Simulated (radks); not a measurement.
Results of a calculation; reference values are marked as such.
Spherical quantum dot in the effective-mass picture: electrons in a hard-walled sphere of radius 2.56, with a point charge +1 (a donor) at the centre, all in effective atomic units (hartree* = m*/eps^2 hartree, bohr* = eps/m* bohr), one dielectric constant everywhere. Level of theory: non-relativistic Kohn-Sham, LDA (Slater exchange, Perdew-Wang correlation), spin-polarised, spherical densities (a radial shooting solver with Libxc functionals). Levels are named by radial order and angular momentum (1s, 1p, 1d, 2s, ...), and open shells are averaged over m.

N = 10, configuration 1s2 1p6 1d(up 2, down 0). This is the lowest configuration that the search found. Occupied and some empty levels:

level,occupation,eigenvalue (hartree*),<r> (bohr*)
1s up,1,5.1881,1.357
1s down,1,5.2377,1.343
1p up,3,5.8804,1.613
1p down,3,5.9434,1.609
1d up,2,6.7520,1.728
1d down,0,6.8191,1.727
2s up,0,7.0942,1.178
2s down,0,7.1263,1.186
1f up,0,7.8433,1.808
1f down,0,7.9120,1.808
2p up,0,8.9187,1.334
2p down,0,8.9574,1.334

Energy (hartree*): total 32.5424, kinetic 16.284, external -7.1207, Hartree 28.422, exchange-correlation -5.0423.

Electron density:

r (bohr*),n(r) (e/bohr*^3)
0.129,0.3058
0.257,0.2578
0.385,0.2320
0.513,0.2225
0.641,0.2247
0.768,0.2350
0.896,0.2505
1.02,0.2681
1.15,0.2843
1.28,0.2957
1.41,0.2984
1.53,0.2892
1.66,0.2661
1.79,0.2290
1.92,0.1813
2.05,0.1277
2.17,0.07617
2.30,0.03456
2.43,0.008542
2.56,0.00002168
